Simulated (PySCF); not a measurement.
# Correlation energy of K³⁺ (potassium, charge +3)

[Ne] 3s2 3p4, high-spin 3P determinant. Computed with PySCF 2.14 in def2-SVP, with the non-relativistic Hamiltonian (point nucleus). Frozen: [Ne] 3s2; 4 electrons correlated.

Total MP2 correlation energy: -12.69 mhartree.

Same-spin part -5.14 and opposite-spin part -7.55 mhartree; SCS-MP2 scales them by 1/3 and 6/5 to -10.77 mhartree.

```tsv
level	correlation energy (mhartree)
CCSD	-14.87
(T)	0.00
CCSD(T)	-14.87
```

Diagnostics: T1 = 0.00032, D1 = 0.0005, largest double amplitude 0.017.

Cost of the coupled-cluster step: 0.12 s of wall time on 1 thread of Neoverse-N1 (shared host), for 4 correlated electrons.

Iterations:

```
CC2 = 0
CCSD nocc = (np.int64(3), np.int64(1)), nmo = (18, 18)
frozen orbitals [[0, 1, 2, 3, 4, 5], [0, 1, 2, 3, 4, 5]]
max_cycle = 100
direct = 0
conv_tol = 1e-08
conv_tol_normt = 1e-06
diis_space = 8
diis_start_cycle = 0
Init t2, MP2 energy = -0.0126897642237224
Init E_corr(UCCSD) = -0.0126897642237301
cycle = 1  E_corr(UCCSD) = -0.0145495669809526  dE = -0.00185980276  norm(t1,t2) = 0.00866672
cycle = 2  E_corr(UCCSD) = -0.0148219681652665  dE = -0.000272401184  norm(t1,t2) = 0.00132564
cycle = 3  E_corr(UCCSD) = -0.0148702254078732  dE = -4.82572426e-05  norm(t1,t2) = 0.000221356
cycle = 4  E_corr(UCCSD) = -0.014869908611039  dE = 3.16796834e-07  norm(t1,t2) = 1.93478e-05
cycle = 5  E_corr(UCCSD) = -0.0148699252067758  dE = -1.65957368e-08  norm(t1,t2) = 1.8881e-06
cycle = 6  E_corr(UCCSD) = -0.0148699233159927  dE = 1.89078309e-09  norm(t1,t2) = 1.33273e-07
UCCSD converged
E(UCCSD) = -596.0594444498016  E_corr = -0.01486992331599271
UCCSD(T) correction = -2.94643485960269e-06
```
